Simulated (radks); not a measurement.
The numbers below are computed, except where a source is named.
Q: The mean radii <r> (bohr) of the occupied orbitals of an atom or ion are listed with their occupations. Code: a radial shooting solver on a logarithmic mesh with Libxc functionals. Model: scalar-relativistic Kohn-Sham, exchange-only LDA, spin-polarised, spherical densities, point nucleus.

orbital  occ.      <r>
1s          2  0.02448
2s          2  0.09981

Name the element and its charge. Open shells, if any, are filled with parallel spins first.

A: Z = 58, cerium, charge +54: Ce54+ in [He] 2s2. The 1s radius gives Z: for a bare nucleus <r> = (2 gamma + 1)/(2Z) with gamma = sqrt(1 - (Z/c)^2), 0.02424 bohr for Z = 58, and screening makes it slightly larger (0.02448 here). The occupations add up to 4, and the charge is Z minus that.
